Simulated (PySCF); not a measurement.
Mo(NH)(S)(Cl)(SH) (ClH2MoNS2), SMILES [NH]=[Mo](=[S])([SH])[Cl], multiplicity 1. The structure is a stationary point at PBE0-D3(BJ)/def2-SVP. The multiplicity is an assumed one; no other spin state was optimised. The structure was generated by enumeration; whether it is a known compound was not checked. The def2 effective core potentials stand for the cores of Mo; spin–orbit coupling is left out. The values are those of a single conformer.

Computed with PBE0-D3(BJ)/def2-SVP run with PySCF.

Harmonic wavenumbers (cm⁻¹): 115, 144, 150, 197, 244, 343, 396, 420, 532, 583, 627, 684, 1039, 2689, 3604. Rotational constants (GHz): 1.753, 1.479, 1.103; symmetry number 1.

**Question.** Work out the zero-point energy and the ideal-gas rigid-rotor harmonic-oscillator thermochemistry at 298.15 K and 1 atm.

**Answer.** ZPE = ½ Σ hcν = ½ × 11768 cm⁻¹ = 16.82 kcal/mol. H − E(el) = 22.14 kcal/mol. Entropy in cal/(mol K): translation 41.95, rotation 29.11, vibration 17.48, total 88.54. G − E(el) = -4.25 kcal/mol. Cp = 26.23 cal/(mol K). Modes under 150 cm⁻¹ make the vibrational entropy uncertain.
